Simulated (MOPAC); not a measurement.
Job for MOPAC: PM6 on BH3O2 (SMILES OBO), a point of a torsion scan.

```
PM6 1SCF PRECISE CHARGE=0 THREADS=1
BH3O2

O     -1.31252115 1    -0.17049110 1    -0.34382467 1
B     -0.03358533 1     0.16936517 1    -0.60816629 1
O      0.15845975 1     1.11099649 1    -1.54895381 1
H     -1.50616256 1    -0.46951554 1     0.54082384 1
H      0.87556931 1    -0.30051628 1     0.00108222 1
H      1.06260653 1     1.30422762 1    -1.78749523 1
```

Program output:

```
*******************************************************************************
 **                                                                           **
 **                              MOPAC v23.2.5                                **
 **                                                                           **
 *******************************************************************************
 ** MOPAC's Digital Object Identifier: https://doi.org/10.5281/zenodo.6511958 **
 **                                                                           **
 ** Please cite the open-source release paper for use of this MOPAC version:  **
 ** J. E. Moussa and J. J. P. Stewart (2026)                                  **
 ** MOPAC: An open-source semiempirical molecular orbital program             **
 ** J. Open Source Softw., 11(119), 8025, https://doi.org/10.21105/joss.08025 **
 *******************************************************************************

                              PM6 CALCULATION RESULTS

 *******************************************************************************
 *  PM6        - The PM6 Hamiltonian to be used
 *
 *
 *
 *                 CHARGE ON SYSTEM = 0
 *
 *
 *
 *  PRECISE    - TIGHTER CRITERIA TO BE USED
 *  1SCF       - DO 1 SCF AND THEN STOP
 *  THREADS=1  - MULTI-THREADING NOT USED
 *  T=         - A TIME OF 172800.0 SECONDS REQUESTED
 *  DUMP=N     - RESTART FILE WRITTEN EVERY 7200.0 SECONDS REQUESTED
 *******************************************************************************
PM6 1SCF PRECISE CHARGE=0 THREADS=1
 BH3O2

   ATOM   CHEMICAL          X               Y               Z
  NUMBER   SYMBOL      (ANGSTROMS)     (ANGSTROMS)     (ANGSTROMS)

     1       O         -1.31252115  *  -0.17049110  *  -0.34382467  *
     2       B         -0.03358533  *   0.16936517  *  -0.60816629  *
     3       O          0.15845975  *   1.11099649  *  -1.54895381  *
     4       H         -1.50616256  *  -0.46951554  *   0.54082384  *
     5       H          0.87556931  *  -0.30051628  *   0.00108222  *
     6       H          1.06260653  *   1.30422762  *  -1.78749523  *



          CARTESIAN COORDINATES

    NO.       ATOM           X           Y           Z

     1         O         -1.3125     -0.1705     -0.3438
     2         B         -0.0336      0.1694     -0.6082
     3         O          0.1585      1.1110     -1.5490
     4         H         -1.5062     -0.4695      0.5408
     5         H          0.8756     -0.3005      0.0011
     6         H          1.0626      1.3042     -1.7875

 General Reference for PM6:
 "Optimization of Parameters for Semiempirical Methods V: Modification of NDDO Approximations
 and Application to 70 Elements", J. J. P. Stewart, J. Mol. Mod., 13, 1173-1213 (2007)
 URL: https://link.springer.com/article/10.1007/s00894-007-0233-4

           Empirical Formula: H3 O2 B  =     6 atoms



      MOLECULAR POINT GROUP   :   C1


      RHF CALCULATION, NO. OF DOUBLY OCCUPIED LEVELS = 9


 -------------------------------------------------------------------------------
 PM6 1SCF PRECISE CHARGE=0 THREADS=1
 BH3O2



     1SCF WAS SPECIFIED, SO BFGS WAS NOT USED
     SCF FIELD WAS ACHIEVED


                              PM6 CALCULATION
                                                       MOPAC v23.2.5 Linux




          FINAL HEAT OF FORMATION =       -141.29434 KCAL/MOL =    -591.17550 KJ/MOL


          COSMO AREA              =         76.26 SQUARE ANGSTROMS
          COSMO VOLUME            =         57.23 CUBIC ANGSTROMS

          IONIZATION POTENTIAL    =         10.949233 EV
          HOMO LUMO ENERGIES (EV) =        -10.949  1.388
          NO. OF FILLED LEVELS    =          9
          MOLECULAR WEIGHT        =         45.8325         POINT GROUP:  C1

          MOLECULAR DIMENSIONS (Angstroms)

            Atom       Atom       Distance
            H     6    H     4     3.89433
            H     5    O     3     1.92527
            H     6    O     1     0.33863


          SCF CALCULATIONS        =          1





   ATOM   CHEMICAL          X               Y               Z
  NUMBER   SYMBOL      (ANGSTROMS)     (ANGSTROMS)     (ANGSTROMS)

     1       O         -1.31252115  *  -0.17049110  *  -0.34382467  *
     2       B         -0.03358533  *   0.16936517  *  -0.60816629  *
     3       O          0.15845975  *   1.11099649  *  -1.54895381  *
     4       H         -1.50616256  *  -0.46951554  *   0.54082384  *
     5       H          0.87556931  *  -0.30051628  *   0.00108222  *
     6       H          1.06260653  *   1.30422762  *  -1.78749523  *

                             CARTESIAN COORDINATES

   1    O       -1.312521150    -0.170491100    -0.343824670
   2    B       -0.033585330     0.169365170    -0.608166290
   3    O        0.158459750     1.110996490    -1.548953810
   4    H       -1.506162560    -0.469515540     0.540823840
   5    H        0.875569310    -0.300516280     0.001082220
   6    H        1.062606530     1.304227620    -1.787495230


           Empirical Formula: H3 O2 B  =     6 atoms



      MOLECULAR POINT GROUP   :   C1


                  EIGENVALUES
 -30.80490 -30.20268 -21.22407 -17.67374 -16.86110 -14.42622 -13.82560 -12.33763
 -10.94923   1.38804   2.00198   3.95600   4.21348   5.18928   6.26168


              NET ATOMIC CHARGES AND DIPOLE CONTRIBUTIONS

  ATOM NO.   TYPE          CHARGE      No. of ELECS.   s-Pop       p-Pop
    1          O          -0.531017        6.5310     1.69193     4.83908
    2          B           0.317426        2.6826     0.96810     1.71448
    3          O          -0.513668        6.5137     1.69556     4.81810
    4          H           0.348232        0.6518     0.65177
    5          H           0.035251        0.9647     0.96475
    6          H           0.343775        0.6562     0.65622
 DIPOLE           X         Y         Z       TOTAL
 POINT-CHG.     2.289    -0.731     1.725     2.958
 HYBRID        -0.225     0.142    -0.143     0.302
 SUM            2.064    -0.589     1.582     2.666


          ATOMIC ORBITAL ELECTRON POPULATIONS

     Atom    s        px        py        pz
    1  O   1.69193   1.57803   1.78433   1.47672
    2  B   0.96810   0.69144   0.49953   0.52350
    3  O   1.69556   1.48546   1.65402   1.67862
    4  H   0.65177
    5  H   0.96475
    6  H   0.65622

 **********************
 *                    *
 * JOB ENDED NORMALLY *
 *                    *
 **********************




 == MOPAC DONE ==
```

The run finished.

Cost: about 0.020 core-seconds (a rough figure).
